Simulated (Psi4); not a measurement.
Interaction energy of Cl2 ··· H6Si2 (SMILES ClCl and [SiH3][SiH3]). Monomers: optimised at B3LYP-D3(BJ) (def2-TZVP), held rigid. Orientation: lowest of the rigid-body minima from ten starts at GFN2-xTB. The monomers approach along the line of their centres of mass (distance R); nothing else relaxes.

Calculation: SAPT0/jun-cc-pVDZ, frozen core (Psi4).

Components in kJ/mol:

```json
[
 {"R / Å": "4.76", "electrostatics": "-42.20", "exchange": "188.64", "induction": "-36.09", "dispersion": "-31.26", "total": "79.09"},
 {"R / Å": "4.98", "electrostatics": "-18.49", "exchange": "95.97", "induction": "-18.19", "dispersion": "-20.29", "total": "39.01"},
 {"R / Å": "5.16", "electrostatics": "-8.85", "exchange": "54.53", "induction": "-10.30", "dispersion": "-14.46", "total": "20.92"},
 {"R / Å": "5.35", "electrostatics": "-3.68", "exchange": "29.75", "induction": "-5.66", "dispersion": "-10.28", "total": "10.12"},
 {"R / Å": "5.53", "electrostatics": "-1.31", "exchange": "16.63", "induction": "-3.23", "dispersion": "-7.55", "total": "4.54"},
 {"R / Å": "5.77", "electrostatics": "0.01", "exchange": "7.58", "induction": "-1.55", "dispersion": "-5.11", "total": "0.93"},
 {"R / Å": "6.05", "electrostatics": "0.43", "exchange": "2.99", "induction": "-0.67", "dispersion": "-3.33", "total": "-0.58"},
 {"R / Å": "6.37", "electrostatics": "0.42", "exchange": "1.02", "induction": "-0.26", "dispersion": "-2.11", "total": "-0.92"},
 {"R / Å": "6.82", "electrostatics": "0.27", "exchange": "0.22", "induction": "-0.07", "dispersion": "-1.17", "total": "-0.75"},
 {"R / Å": "7.55", "electrostatics": "0.10", "exchange": "0.02", "induction": "-0.01", "dispersion": "-0.50", "total": "-0.40"},
 {"R / Å": "8.58", "electrostatics": "0.02", "exchange": "0.00", "induction": "0.00", "dispersion": "-0.19", "total": "-0.17"},
 {"R / Å": "9.84", "electrostatics": "0.00", "exchange": "0.00", "induction": "0.00", "dispersion": "-0.07", "total": "-0.07"}
]
```
